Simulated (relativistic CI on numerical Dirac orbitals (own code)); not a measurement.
W5+: resonant inelastic scattering at the O2,3 edge

Computed with this model: Dirac-Coulomb-Breit CI, orbitals from a KLI potential per configuration, model QED (radiative potential, 1s self-energy scaled to tabulated hydrogen-like ionisation energies), valence Slater integrals scaled by 0.8, Kramers-Heisenberg scattering through one core-hole configuration in a parametric crystal field; configurations [Xe] 4f14 5d → [Kr] 4d10 4f14 5s2 5p5 5d2; 10 K; core-hole width 0.6 eV; summed over polarisations. Incident energies are the highest absorption maxima for each field (at most a few, so the weaker spin-orbit partner edge can be absent), on the computed scale of the free ion. Intensities are in per cent of the strongest line above 0.02 eV; levels within 1 cm⁻¹ are merged; final levels count from the ground level, the first row holds all elastic scattering, lines under 0.4 are left out and each table stops after 24 rows. The scale of the Slater integrals is a model choice and moves the terms in proportion.

Field parameters in Wybourne normalisation: Td as Oh with Dq negative (B⁴₀ = 21Dq, B⁴₄ = √(5/14) B⁴₀). The field is a parameter set, without covalency.

S is read from ⟨S²⟩ = S(S + 1).

Td, 10Dq = -4450 cm⁻¹:

| Final level (eV) | Degeneracy | Irrep | S | 44.9 eV | 51.5 eV | 57.5 eV |
| --- | --- | --- | --- | --- | --- | --- |
| 0.000 | 4 | Γ8 | 0.50 | 40.2 | 70.8 | 207.5 |
| 1.038 | 4 | Γ8 | 0.50 | 7.9 | 6.4 | 100.0 |
| 1.293 | 2 | Γ7 | 0.50 | 4.6 | 0.1 | 19.3 |

Td, 10Dq = -10000 cm⁻¹:

```
Final level (eV)  Degeneracy  Irrep     S  45.2 eV  56 eV  57.3 eV
           0.000           4     Γ8  0.50     36.5  109.3     72.6
           1.427           4     Γ8  0.50      3.5   35.7    100.0
           1.831           2     Γ7  0.50      3.8    4.4     21.0
```

For the first field the strongest loss at the lowest incident energy is the level at 1.04 eV (S = 0.50, against 0.50 in the thermal ground state).
